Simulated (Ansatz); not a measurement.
The cluster Ag3Au. Total charge 0; singlet. Geometry B3LYP-D4/def2-SVP.

```tsv
atom	x (Å)	y (Å)	z (Å)
Au1	-1.0863	-2.0353	0.6969
Ag2	-1.0525	0.7090	0.4357
Ag3	1.0904	2.0382	-0.6921
Ag4	1.0484	-0.7120	-0.4406
```

In the def2 sets Ag, Au take a core potential; there is no spin–orbit coupling. B3LYP takes the VWN-RPA correlation. The structure comes from a short search, and lower isomers may exist.

Estimate the orbital energies around the gap (eV) in Ansatz with PBE-D4/def2-SVP, revPBE-D4/def2-TZVP, B3LYP-D4/def2-TZVP, PBE0-D4/def2-TZVP, PBE0-D4/def2-TZVPD.


```json
{"orbital": "HOMO−13", "PBE-D4/def2-SVP": "-7.54", "revPBE-D4/def2-TZVP": "-7.41", "B3LYP-D4/def2-TZVP": "-8.98", "PBE0-D4/def2-TZVP": "-9.22", "PBE0-D4/def2-TZVPD": "-9.22"}
{"orbital": "HOMO−12", "PBE-D4/def2-SVP": "-7.51", "revPBE-D4/def2-TZVP": "-7.37", "B3LYP-D4/def2-TZVP": "-8.92", "PBE0-D4/def2-TZVP": "-9.16", "PBE0-D4/def2-TZVPD": "-9.16"}
{"orbital": "HOMO−11", "PBE-D4/def2-SVP": "-7.44", "revPBE-D4/def2-TZVP": "-7.32", "B3LYP-D4/def2-TZVP": "-8.77", "PBE0-D4/def2-TZVP": "-9.05", "PBE0-D4/def2-TZVPD": "-9.05"}
{"orbital": "HOMO−10", "PBE-D4/def2-SVP": "-7.30", "revPBE-D4/def2-TZVP": "-7.17", "B3LYP-D4/def2-TZVP": "-8.67", "PBE0-D4/def2-TZVP": "-8.95", "PBE0-D4/def2-TZVPD": "-8.95"}
{"orbital": "HOMO−9", "PBE-D4/def2-SVP": "-7.29", "revPBE-D4/def2-TZVP": "-7.17", "B3LYP-D4/def2-TZVP": "-8.64", "PBE0-D4/def2-TZVP": "-8.91", "PBE0-D4/def2-TZVPD": "-8.91"}
{"orbital": "HOMO−8", "PBE-D4/def2-SVP": "-7.27", "revPBE-D4/def2-TZVP": "-7.15", "B3LYP-D4/def2-TZVP": "-8.63", "PBE0-D4/def2-TZVP": "-8.91", "PBE0-D4/def2-TZVPD": "-8.91"}
{"orbital": "HOMO−7", "PBE-D4/def2-SVP": "-7.08", "revPBE-D4/def2-TZVP": "-6.95", "B3LYP-D4/def2-TZVP": "-8.39", "PBE0-D4/def2-TZVP": "-8.63", "PBE0-D4/def2-TZVPD": "-8.63"}
{"orbital": "HOMO−6", "PBE-D4/def2-SVP": "-6.80", "revPBE-D4/def2-TZVP": "-6.69", "B3LYP-D4/def2-TZVP": "-7.73", "PBE0-D4/def2-TZVP": "-7.90", "PBE0-D4/def2-TZVPD": "-7.90"}
{"orbital": "HOMO−5", "PBE-D4/def2-SVP": "-6.32", "revPBE-D4/def2-TZVP": "-6.25", "B3LYP-D4/def2-TZVP": "-7.45", "PBE0-D4/def2-TZVP": "-7.67", "PBE0-D4/def2-TZVPD": "-7.66"}
{"orbital": "HOMO−4", "PBE-D4/def2-SVP": "-6.28", "revPBE-D4/def2-TZVP": "-6.19", "B3LYP-D4/def2-TZVP": "-7.42", "PBE0-D4/def2-TZVP": "-7.64", "PBE0-D4/def2-TZVPD": "-7.64"}
{"orbital": "HOMO−3", "PBE-D4/def2-SVP": "-6.25", "revPBE-D4/def2-TZVP": "-6.17", "B3LYP-D4/def2-TZVP": "-7.39", "PBE0-D4/def2-TZVP": "-7.62", "PBE0-D4/def2-TZVPD": "-7.62"}
{"orbital": "HOMO−2", "PBE-D4/def2-SVP": "-6.21", "revPBE-D4/def2-TZVP": "-6.14", "B3LYP-D4/def2-TZVP": "-7.39", "PBE0-D4/def2-TZVP": "-7.59", "PBE0-D4/def2-TZVPD": "-7.59"}
{"orbital": "HOMO−1", "PBE-D4/def2-SVP": "-6.07", "revPBE-D4/def2-TZVP": "-5.99", "B3LYP-D4/def2-TZVP": "-7.06", "PBE0-D4/def2-TZVP": "-7.19", "PBE0-D4/def2-TZVPD": "-7.19"}
{"orbital": "HOMO", "PBE-D4/def2-SVP": "-4.97", "revPBE-D4/def2-TZVP": "-4.87", "B3LYP-D4/def2-TZVP": "-5.39", "PBE0-D4/def2-TZVP": "-5.37", "PBE0-D4/def2-TZVPD": "-5.37"}
{"orbital": "LUMO", "PBE-D4/def2-SVP": "-3.65", "revPBE-D4/def2-TZVP": "-3.55", "B3LYP-D4/def2-TZVP": "-3.19", "PBE0-D4/def2-TZVP": "-2.83", "PBE0-D4/def2-TZVPD": "-2.83"}
{"orbital": "LUMO+1", "PBE-D4/def2-SVP": "-2.71", "revPBE-D4/def2-TZVP": "-2.64", "B3LYP-D4/def2-TZVP": "-2.27", "PBE0-D4/def2-TZVP": "-1.93", "PBE0-D4/def2-TZVPD": "-1.93"}
{"orbital": "LUMO+2", "PBE-D4/def2-SVP": "-1.72", "revPBE-D4/def2-TZVP": "-1.66", "B3LYP-D4/def2-TZVP": "-1.38", "PBE0-D4/def2-TZVP": "-1.12", "PBE0-D4/def2-TZVPD": "-1.13"}
{"orbital": "LUMO+3", "PBE-D4/def2-SVP": "-1.01", "revPBE-D4/def2-TZVP": "-0.98", "B3LYP-D4/def2-TZVP": "-0.64", "PBE0-D4/def2-TZVP": "-0.40", "PBE0-D4/def2-TZVPD": "-0.42"}
{"orbital": "LUMO+4", "PBE-D4/def2-SVP": "-1.00", "revPBE-D4/def2-TZVP": "-0.98", "B3LYP-D4/def2-TZVP": "-0.61", "PBE0-D4/def2-TZVP": "-0.33", "PBE0-D4/def2-TZVPD": "-0.33"}
{"orbital": "LUMO+5", "PBE-D4/def2-SVP": "-0.33", "revPBE-D4/def2-TZVP": "-0.37", "B3LYP-D4/def2-TZVP": "0.01", "PBE0-D4/def2-TZVP": "0.26", "PBE0-D4/def2-TZVPD": "0.26"}
```
